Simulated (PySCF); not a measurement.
Compound: C4H11NOSi.
Z-matrix (Å and degrees, PBE0-D3(BJ)/def2-SVP geometry), rows numbered from 1:
```
N 
C   1  1.4464
C   2  1.5301  1  116.91
C   3  1.5359  2  113.11  1   -59.85
O   4  1.4110  3  109.94  2  -165.79
Si  5  1.6829  4  112.21  3    24.82
C   3  1.5388  2  113.53  1   178.16
H   1  1.0172  2  111.41  3    61.60
H   1  1.0179  2  110.88  3   -57.19
H   2  1.1053  1  108.40  3  -122.90
H   2  1.1033  1  108.52  3   123.01
H   3  1.1075  2  107.96  1    58.48
H   4  1.1023  3  111.37  2    73.64
H   4  1.1101  3  109.48  2   -44.77
H   6  1.4936  5  110.60  4  -121.79
H   6  1.4932  5  111.57  4   117.13
H   7  1.0998  3  112.54  2   -75.97
H   7  1.1048  3  110.34  2    44.00
```

The closed-shell ground state was solved at several levels (PySCF, density fitting, gas phase, non-relativistic).

```tsv
level	basis functions	total energy (Eh)	HOMO (eV)	LUMO (eV)	gap (eV)	dipole (D)
wB97X-D/def2-SVPD	235	-578.1633	-8.90	2.07	10.97	0.98
CAM-B3LYP/pcSseg-1	181	-578.3638	-8.31	1.70	10.01	1.00
```

(1) Estimate the row for PBE0/pcSseg-1, a basis of 181 functions; the other rows only guide the guess.

(2) Over all these levels, which gives the widest orbital gap and which the narrowest?

(3) How far do the dipole and the HOMO energy spread over the levels?

## Answers

(1) Total energy -578.0377 Eh, HOMO -6.89 eV, LUMO 0.65 eV, gap 7.54 eV, dipole 0.99 D.

(2) wB97X-D/def2-SVPD (range-separated hybrid) has the widest, 10.97 eV, and PBE0/pcSseg-1 (global hybrid, 25 % exact exchange) the narrowest, 7.54 eV. Functional and basis both differ between the two, so the spread mixes both effects.

(3) The dipole runs from 0.98 to 1.00 D (mean 0.99 D) and the HOMO from -8.90 to -6.89 eV.

One conformer stands for the species.

Note: wB97X-D ran without an empirical dispersion term, which enters the total energy and its gradient alone.
